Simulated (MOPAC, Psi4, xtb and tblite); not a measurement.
Torsional profile of SMILES OB(O)[SiH2][SiH3] (H₇BO₂Si₂). Scanned: dihedral O1–B2–Si4–Si5; all other coordinates were relaxed at B3LYP-D3(BJ)/def2-SVP. Points at φ and −φ are mirror images.

Geometry of the scan point at 150° (Å):
```
12

O      2.1064     0.8791    -0.1922
B      1.3697    -0.2174     0.1406
O      1.7557    -1.5042    -0.1042
Si    -0.4383     0.0264     1.0446
Si    -1.8371    -1.7645     0.4432
H      2.9560     0.6982    -0.6203
H      2.6157    -1.6142    -0.5353
H     -1.0766     1.3238     0.6633
H     -0.2834     0.0229     2.5347
H     -1.2744    -3.0499     0.9545
H     -3.2190    -1.6065     0.9905
H     -1.9374    -1.8599    -1.0454
```

- GFN2-xTB, on its own relaxed geometries (the stored frames are those of B3LYP-D3(BJ)/def2-SVP) (xtb and tblite)
- B3LYP/def2-TZVP // B3LYP-D3(BJ)/def2-SVP (Psi4)
- B3LYP-D3(BJ)/def2-TZVP // B3LYP-D3(BJ)/def2-SVP (Psi4)
- PBE/def2-TZVP // B3LYP-D3(BJ)/def2-SVP (Psi4)
- PBE-D3(BJ)/def2-TZVP // B3LYP-D3(BJ)/def2-SVP (Psi4)
- MP2/cc-pVTZ = DF-MP2 (frozen core)/cc-pVTZ // B3LYP-D3(BJ)/def2-SVP (Psi4)
- HF/cc-pVTZ // B3LYP-D3(BJ)/def2-SVP (Psi4)
- AM1, restricted, heats of formation // B3LYP-D3(BJ)/def2-SVP (MOPAC)
- PM6, restricted, heats of formation // B3LYP-D3(BJ)/def2-SVP (MOPAC)

Least-squares fit of E(φ) = a0 + Σ (a_n cos nφ + b_n sin nφ), n = 1 to 4, to the 12 scan points, in kcal/mol above the lowest point of each profile (levels whose profile four harmonics don't fit are not listed):

```json
[
 {"method": "GFN2-xTB", "a0": "0.28", "a1": "0.00", "b1": "0.00", "a2": "0.29", "b2": "0.00", "a3": "0.00", "b3": "0.00", "a4": "0.01", "b4": "0.00", "rms of fit": "0.00"},
 {"method": "B3LYP/def2-TZVP", "a0": "0.30", "a1": "0.00", "b1": "0.00", "a2": "0.28", "b2": "0.00", "a3": "0.01", "b3": "0.00", "a4": "-0.02", "b4": "0.00", "rms of fit": "0.01"},
 {"method": "B3LYP-D3(BJ)/def2-TZVP", "a0": "0.23", "a1": "0.00", "b1": "0.00", "a2": "0.22", "b2": "0.00", "a3": "0.01", "b3": "0.00", "a4": "-0.01", "b4": "0.00", "rms of fit": "0.00"},
 {"method": "PBE/def2-TZVP", "a0": "0.33", "a1": "-0.01", "b1": "0.00", "a2": "0.31", "b2": "0.00", "a3": "0.01", "b3": "0.00", "a4": "-0.02", "b4": "0.00", "rms of fit": "0.00"},
 {"method": "PBE-D3(BJ)/def2-TZVP", "a0": "0.29", "a1": "-0.01", "b1": "0.00", "a2": "0.28", "b2": "0.00", "a3": "0.01", "b3": "0.00", "a4": "-0.01", "b4": "0.00", "rms of fit": "0.00"},
 {"method": "MP2/cc-pVTZ", "a0": "0.17", "a1": "0.00", "b1": "0.00", "a2": "0.17", "b2": "0.00", "a3": "0.01", "b3": "0.00", "a4": "0.00", "b4": "0.00", "rms of fit": "0.00"},
 {"method": "HF/cc-pVTZ", "a0": "0.14", "a1": "0.00", "b1": "0.00", "a2": "0.13", "b2": "0.00", "a3": "0.01", "b3": "0.00", "a4": "-0.01", "b4": "0.00", "rms of fit": "0.00"},
 {"method": "AM1", "a0": "0.54", "a1": "0.01", "b1": "0.00", "a2": "0.62", "b2": "0.00", "a3": "0.02", "b3": "0.00", "a4": "0.07", "b4": "0.00", "rms of fit": "0.00"},
 {"method": "PM6", "a0": "0.28", "a1": "0.01", "b1": "0.00", "a2": "-0.30", "b2": "0.00", "a3": "0.00", "b3": "0.00", "a4": "0.02", "b4": "0.00", "rms of fit": "0.00"}
]
```
